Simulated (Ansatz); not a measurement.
```xyz
2

Be    0.0086    0.0029   -0.2759
H    -0.0052   -0.0075    1.0908
```

Basis set: cc-pVDZ (spherical functions). All electrons are correlated. Charge 0, multiplicity 2.

Computed with Ansatz (development build ahead of 0.2.0); each method stands on the lowest determinant of its kind that the runs found.

The atomization energy at this shape (free ground-state atoms in the same class of orbitals less the molecule, no zero-point energy) of doublet BeH:

| method | atomization energy |
| --- | --- |
| UHF | 204.4 kJ/mol |

(1) What does UHF-MP2 give?

## Answers

(1) 218.2 kJ/mol. Caution for UHF: a free atom is spin contaminated.
